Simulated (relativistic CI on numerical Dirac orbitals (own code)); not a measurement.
O+: what numerical and physical settings do to a radial Dirac CI calculation

Reference input:

```
atom O  Z=8  charge=1  electrons=7
nucleus A=16  rms_radius_fm=2.6991
hamiltonian dirac-coulomb  breit=on  qed=on  c_scale=1
orbitals kli  potential=per-configuration
slater_scale 1
correlation none
mixing on
grid step=0.0125 r_max=34.5
scf mixing=0.4 start=green max_iterations=150 tolerance=2e-08 node_fill=0.05
configurations
  [He] 2s2 2p3
end
```

Computed lowest total energy -74.41215 Ha, first excitation 30004.9 cm⁻¹, 9 SCF steps. Runs with settings changed; * marks those that are bad on purpose (the QED terms keep the true α when c is scaled):

| Changed | Outcome | Lowest level | ΔE (Ha) | First excitation (cm⁻¹) | SCF steps | Message |
| --- | --- | --- | --- | --- | --- | --- |
| Breit term off | converged | 2p3 4S°_3/2 | -0.00743 | 30017.6 | 9 |  |
| speed of light × 10, Breit term off | converged | 2p3 4S°_3/2 | 0.0477 | 30026.2 | 9 |  |
| grid step 0.03 | converged | 2p3 4S°_3/2 | 3.97e-06 | 30004.9 | 9 |  |
| grid step 0.02 | converged | 2p3 4S°_3/2 | 1.71e-06 | 30004.9 | 9 |  |
| node fill of the KLI weights 5 * | converged | 2p3 4S°_3/2 | 0.0336 | 28403.9 | 14 |  |
| SCF mixing 1.3 * | converged | 2p3 4S°_3/2 | 1.46e-09 | 30004.9 | 9 |  |

With so few configurations and no correlation, terms lie too far apart (by 10 to 50 % near neutrality), their order can be wrong, and levels of other configurations are missing.
